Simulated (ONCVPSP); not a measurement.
# What one change does to a pseudopotential (Mg, ONCV)

- Element: magnesium (Mg)
- Generator: ONCVPSP 4.0.1
- Type: optimised norm-conserving Vanderbilt (ONCV)
- Functional: LDA (Perdew-Wang 92)
- Relativity: scalar-relativistic
- Frozen core: [He] 2s2
- Valence charge: 8
- Reference configuration: 2p6 3s1 (charge +1)
- Partial waves: 3s: rc 2.45 bohr, ncon 4, nbas 8, qcut 2.5 1/bohr, 2 projectors, debl 1.1 Ha; 2p: rc 0.95 bohr, ncon 4, nbas 8, qcut 16.2 1/bohr, 2 projectors, debl 1.1 Ha; d scattering state at 0.02 Ha: rc 2.10 bohr, ncon 4, nbas 8, qcut 5.4 1/bohr, 2 projectors, debl 0.5 Ha
- Local potential: polynomial inside 0.85 bohr (lpopt 4, dvloc0 1 Ha)
- Core correction: Teter function, fcfact 1.75, rcfact 1.45

In the p channel the program set the typed energies aside and used -2.052, 0.250 Ha.

All-electron outer shells of the reference configuration (LDA (PZ), scalar-relativistic, ld1.x):

```tsv
shell	level (eV)	outermost node (bohr)	outermost maximum (bohr)
2s	-88.40	0.18	0.55
2p	-55.81	–	0.48
3s	-11.53	0.90	2.35
```

Change: all radii but the core radius scaled by about 0.87 (s 2.12, p 0.82, d 1.82 bohr); local potential polynomial inside 0.74 bohr (lpopt 4, dvloc0 1 Ha).

Cutoffs: the cutoffs (Ha) at which the residual kinetic energy of the hardest occupied pseudo-wave falls to 1 and 0.1 mHa per electron; they do not see the model core or the augmentation charge, which bear on the density cutoff. Errors are all-electron minus pseudo energies relative to the spin-unpolarised reference configuration.

Predict the effect on cutoff, ghosts and configuration errors.

The potential gets harder (90 Ha and 104 Ha → 102 Ha and 117 Ha); of the 4 tests that both files solve, the error grows in 4 and shrinks in 0 by more than 15 % and 0.3 meV (median size 2.3 → 9.6 meV); neither file shows a bound ghost. A smaller radius makes the pseudo-wave follow the all-electron one further in, where it bends more sharply, so more plane waves are needed. That the errors move this way runs against the usual rule that smaller radii transfer better.

```tsv
quantity	base	changed
cutoff, loose	90 Ha	102 Ha
cutoff, tight	104 Ha	117 Ha
loose cutoff by channel	s 4.3 Ha, p 90 Ha	s 6.8 Ha, p 102 Ha
bound ghosts	none	none
GHOST(+) flags under 300 eV	s at 44.3 eV	s at 29.1 eV
error for 2p6 3s2, meV [ΔE -8.07 eV]	+1.3	+3.8
error for 2p6 3s0, meV [ΔE 15.04 eV]	+3.3	+15
error for 2p6 3s1.5, meV [ΔE -4.88 eV]	+0.4	+1.4
error for 2p5 3s2, meV [ΔE 50.59 eV]	-297	-424
rms error of d²Exc/dni dnj with the model core, mHa	7.75	7.96
```
